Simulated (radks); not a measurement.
The numbers below are computed, except where a source is named.
Task: All-electron atom: Ho XXVIII in [Kr] 4d4. Level of theory: scalar-relativistic Kohn-Sham, PBEsol, spin-polarised, spherical densities, finite nucleus; open shells are filled with parallel spins first (spin-orbit coupling, left out, can overturn this in heavy ions); Fermi nuclear charge, rms radius 5.2022 fm (a radial shooting solver on a logarithmic mesh with Libxc functionals). Some entries of the table are withheld. Estimate them.

orbital,occ.,eigenvalue (eV),<1/r> (bohr^-1)
1s up,1,-56390.16,76.01
1s down,1,-56390.08,76.01
2s up,1,-10207.79,17.68
2s down,1,-10204.31,17.69
2p up,3,-9151.244,16.38
2p down,3,-9148.435,16.38
3s up,1,-2981.612,6.556
3s down,1,-2979.657,6.558
3p up,3,-2658.593,6.142
3p down,3,-2656.453,6.144
3d up,5,-2253.095,5.826
3d down,5,-2250.074,5.827
4s up,1,-1231.651,3.012
4s down,1,-1222.395,3.011
4p up,3,-1115.287,2.827
4p down,3,-1106.134,2.824
4d up,4,-962.0234,2.630
4d down,0,-952.9453,2.627
5s up,0,-660.9247,(1)
5s down,0,-656.6811,(2)
5p up,0,-610.8513,(3)
5p down,0,-606.9122,(4)

Result: 
(1) 5s up <1/r> (bohr^-1): 1.667
(2) 5s down <1/r> (bohr^-1): 1.659
(3) 5p up <1/r> (bohr^-1): 1.578
(4) 5p down <1/r> (bohr^-1): 1.570
